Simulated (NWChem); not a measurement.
Everything below was run with NWChem. System: C$_{2}$H$_{2}$N$_{3}$, charge 0, spin multiplicity 2, at a geometry optimised with UPBE/def2-SVP. The structure started from a generated list of species. Its SCF solution wasn't tested for a lower state. Level: UMP2/def2-TZVP, 5 core orbitals frozen.

The NWChem input:

```
start mol
memory heap 200 mb stack 900 mb global 1100 mb
geometry units angstroms nocenter noautoz
  C      1.086218    -0.345847     0.000000
  N      0.025548    -1.160171     0.000000
  C     -1.048258    -0.315363     0.000000
  N     -0.668422     0.974831     0.000000
  N      0.602179     0.930144     0.000000
  H      2.150212    -0.600739     0.000000
  H     -2.093102    -0.645632     0.000000
  symmetry group Cs
end
basis spherical
  * library def2-tzvp
end
scf
  uhf
  nopen 1
  maxiter 100
  thresh 1e-7
  semidirect memsize 60000000 filesize 0
  # guess.movecs holds the orbitals of an unrestricted PBE0 run
  vectors input guess.movecs output mol.movecs
end
mp2
  freeze core 5
end
task mp2 energy
```

Part of the output:

```
             Northwest Computational Chemistry Package (NWChem) 7.3.0
             --------------------------------------------------------

                                NWChem Input Module
                                -------------------

 Scaling coordinates for geometry "geometry" by  1.889725989
 (inverse scale =  0.529177249)

 Turning off AUTOSYM since
 SYMMETRY directive was detected!

                             Geometry "geometry" -> ""
                             -------------------------

 Output coordinates in angstroms (scale by  1.889725989 to convert to a.u.)

  No.       Tag          Charge          X              Y              Z
 ---- ---------------- ---------- -------------- -------------- --------------
    1 C                    6.0000     1.08621800    -0.34584700     0.00000000
    2 N                    7.0000     0.02554800    -1.16017100     0.00000000
    3 C                    6.0000    -1.04825800    -0.31536300     0.00000000
    4 N                    7.0000    -0.66842200     0.97483100     0.00000000
    5 N                    7.0000     0.60217900     0.93014400     0.00000000
    6 H                    1.0000     2.15021200    -0.60073900     0.00000000
    7 H                    1.0000    -2.09310200    -0.64563200     0.00000000

 Effective nuclear repulsion energy (a.u.)     156.4391348092

            Nuclear Dipole moment (a.u.)
            ----------------------------
        X                 Y               Z
 ---------------- ---------------- ----------------
     0.0000094486    -0.0000056692     0.0000000000

      Symmetry information
      --------------------

 Group name             Cs
 Group number              2
 Group order               2
 No. of unique centers     7

      Symmetry unique atoms

     1    2    3    4    5    6    7


 Summary of "ao basis" -> "" (spherical)
 ------------------------------------------------------------------------------
       Tag                 Description            Shells   Functions and Types
 ---------------- ------------------------------  ------  ---------------------
[...]
  AO/Fock/Back tols     =   1.0D-09  1.0D-09  1.0D-09

 GA uses MA = F    GA memory limited = T

 Available:
  local mem=  1.26D+08
 global mem=  1.44D+08
 local disk=  0.00D+00
  mp2_memr nvloc                   149
  nvloc new                   149
   1 passes of  13:        5242880                     153704                  91873511.
   1 passes of  13: M    126151000           G      144123422           F     120908120.

 Semi-direct pass number   1 of   1  for UHF alpha       at       52.9s
  vrange nnbf                 13943
  mp2_eaftype                   350  avail_ma_in_mb                  1099
 EAF : mp2_eaftype filesize         350   45936756.
  mp2_eaf for mointskh                    350
Node 0 wrote    216.1 Mb in      0.0 s     Agg I/O rate:  7877.0 Mb/s
 Done moints_semi at       59.5s
  mp2_eaftype                   350  avail_ma_in_mb                   749
 EAF : mp2_eaftype filesize         350   45936756.
  mp2_eaf for kh                   350
 Done maket at       59.9s
 Done multipass loop at       59.9s

 GA uses MA = F    GA memory limited = T

 Available:
  local mem=  1.26D+08
 global mem=  1.44D+08
 local disk=  0.00D+00
  mp2_memr nvloc                   150
  nvloc new                   150
   1 passes of  12:        5242880                     146857                  85378862.
   1 passes of  12: M    126151000           G      144123422           F     120908120.

 Semi-direct pass number   1 of   1  for UHF beta        at       59.9s
  vrange nnbf                 13943
  mp2_eaftype                   325  avail_ma_in_mb                  1099
 EAF : mp2_eaftype filesize         325   42689431.
  mp2_eaf for mointskh                    325
Node 0 wrote    200.8 Mb in      0.0 s     Agg I/O rate:  7745.0 Mb/s
 Done moints_semi at       66.2s
  mp2_eaftype                   325  avail_ma_in_mb                   774
 EAF : mp2_eaftype filesize         325   42689431.
  mp2_eaf for kh                   325
 Done maket at       66.6s
 Done multipass loop at       66.6s

          -------------------------------------------
          SCF energy                -240.218042630305
          Correlation energy          -0.870784780604
          Singlet pairs                0.000000000000
          Triplet pairs                0.000000000000
          Total MP2 energy          -241.088827410909
          -------------------------------------------

          ---------------------------------------------------
                    Spin Component Scaled (SCS) MP2
          Same spin pairs                     -0.234589236720
          Same spin scaling factor             0.333333333333
          Opposite spin pairs                 -0.636195543884
          Opposite spin scaling fact.          1.200000000000
          SCS-MP2 correlation energy          -0.841631064901
          Total SCS-MP2 energy              -241.059673695206
          ---------------------------------------------------

 -----------------------
 Performance information
 -----------------------

 Timer overhead =  1.19D-07 seconds/call

               Nr. of calls         CPU time (s)                 Wall time (s)                GFlops
             ---------------    -------------------     ------------------------------   -------------------
Name         Min   Avg   Max    Min     Avg     Max     Min     Avg     Max   Mx/calls   Min     Max     Sum
mp2: moin     2     2     2    13.     13.     13.      13.     13.     13.     6.4      0.0     0.0     0.0
mp2: make     2     2     2   0.77    0.77    0.77     0.77    0.77    0.77    0.38      0.0     0.0     0.0
mp2: tota     1     1     1    14.     14.     14.      14.     14.     14.     14.      0.0     0.0     0.0

 The average no. of pstat calls per process was 5.00D+00
 with a timing overhead of 5.94D-07s

 Task  times  cpu:       66.6s     wall:       66.6s

 Total times  cpu:       66.6s     wall:       66.6s
```
